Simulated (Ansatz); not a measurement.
Consider the atomization: `B[O][GaH2]` → B• + Ga• + 4 H• + O•.

Isolated molecules relaxed with PBE0-D4/def2-TZVP in Ansatz; ΔE leaves out vibrations. CBS: MP2 limit from def2 TZ/QZ plus the TZ coupled-cluster correction, frozen cores. This one scheme is used for every species, atoms too. Functionals use def2-TZVPP. B3LYP here is the variant with VWN-RPA as its local correlation; programs differ in this. No spin–orbit coupling; open shells (•) take unrestricted orbitals. Spin–orbit coupling would lower the free atoms: a little for B, O; clearly for Ga. For Ga outer-core shells are correlated without core-valence functions, so the limit isn't a true one: a few kJ/mol of doubt a bond, and 10 to 20 or more in all where bonds break to atoms. Scalar relativity is left out up to krypton.

```tsv
level	ΔE (kJ/mol)
r2SCAN-D4	2256.4
PBE0-D4	2216.2
B3LYP-D4	2236.5
ωB97X-V	2252.0
r2SCAN	2254.1
r2SCAN0	2218.3
SCS-MP2/def2-TZVPP	2234.6
CCSD/def2-TZVPP	2179.0
```

Question: What does CCSD(T)/CBS give? (An estimate is asked.)

Answer: The calculation gave: +2242.3 kJ/mol. The listed levels differ from it by 14.1, -26.1, -5.8, 9.7, 11.8, -24.0, -7.7, -63.3 kJ/mol.

Largest T1 diagnostic among the species: 0.016.

Leaving LDA and LC-ωPBE aside and taking each functional with its dispersion term where it has one, the values, not all of them listed here, spread over 71.2 kJ/mol, from BHLYP-D4 to CAM-B3LYP-D4. LDA lies +294.5 kJ/mol from PBE without D4, its usual overbinding. From PBE to PBE0 (25 % exact exchange), in def2-TZVPP and without D4, ΔE moves by −27.4 kJ/mol: exact exchange takes away binding that semilocal exchange gives to molecules. In def2-TZVPP, CCSD(T) changes the Hartree–Fock value by +508.0 kJ/mol (the triples alone add +25.9 kJ/mol) and MP2 by +543.1 kJ/mol; breaking electron pairs costs correlation energy, which Hartree–Fock lacks.

For atomizations the MP2-based limit and the directly extrapolated one differ by several kJ/mol either way, and by 10 to 25 for some Ge, Se and Sn compounds, so smaller differences from it don't rank the levels.
